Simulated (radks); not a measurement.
Charge is removed step by step from the 2s up level of Be+, starting from [He] 2s(up 1, down 0). Calculated with a radial shooting solver on a logarithmic mesh with Libxc functionals: scalar-relativistic Kohn-Sham, PBE, spin-polarised, spherical densities, finite nucleus; Fermi nuclear charge, rms radius 2.519 fm.

removed (e) = 0: E - E(0) (eV) 0.000; eigenvalue (eV) -14.474
removed (e) = 0.1: E - E(0) (eV) 1.490; eigenvalue (eV) -15.318
removed (e) = 0.2: E - E(0) (eV) 3.064; eigenvalue (eV) -16.159
removed (e) = 0.3: E - E(0) (eV) 4.721; eigenvalue (eV) -16.992
removed (e) = 0.4: E - E(0) (eV) 6.461; eigenvalue (eV) -17.812
removed (e) = 0.5: E - E(0) (eV) 8.283; eigenvalue (eV) -18.615
removed (e) = 0.6: E - E(0) (eV) 10.184; eigenvalue (eV) -19.392
removed (e) = 0.7: E - E(0) (eV) 12.160; eigenvalue (eV) -20.140
removed (e) = 0.8: E - E(0) (eV) 14.210; eigenvalue (eV) -20.855
removed (e) = 0.9: E - E(0) (eV) 16.330; eigenvalue (eV) -21.534

The mean slope of the eigenvalue, de/dn, is 7.84 eV per electron.
